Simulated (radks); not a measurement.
Question: These are the eigenvalues of the occupied orbitals of an atom or ion with whole-number occupations (eV). All-electron calculation, Dirac Kohn-Sham, PBE, spin-unpolarised, spherical densities, finite nucleus; Fermi nuclear charge, rms radius of each element as measured or else 0.836 A^(1/3) + 0.57 fm. Program: a radial shooting solver on a logarithmic mesh with Libxc functionals.

1s1/2: -28992.95
2s1/2: -4375.355
2p1/2: -4086.989
2p3/2: -3856.356
3s1/2: -844.1008
3p1/2: -726.9490
3p3/2: -684.8344
3d3/2: -477.7906
3d5/2: -469.0978
4s1/2: -133.4779
4p1/2: -94.5360
4p3/2: -86.9683
4d3/2: -26.1133
4d5/2: -25.0728
5s1/2: -10.3206
5p1/2: -3.8309

Which element is it, and in what charge state? The configuration may be excited. Open shells, if any, fill j = l - 1/2 first.

Answer: Z = 50, tin, charge 0: Sn in [Kr] 4d10 5s2 5p2. The list shows which subshells hold electrons but not how many an open one holds; the 1s level, -1065.5 hartree, gives Z - s = 46.2 by -(Z - s)^2/2, which with screening and relativity narrows Z to a few neighbours, and the depths of the outer levels then fix element, charge and occupations together.
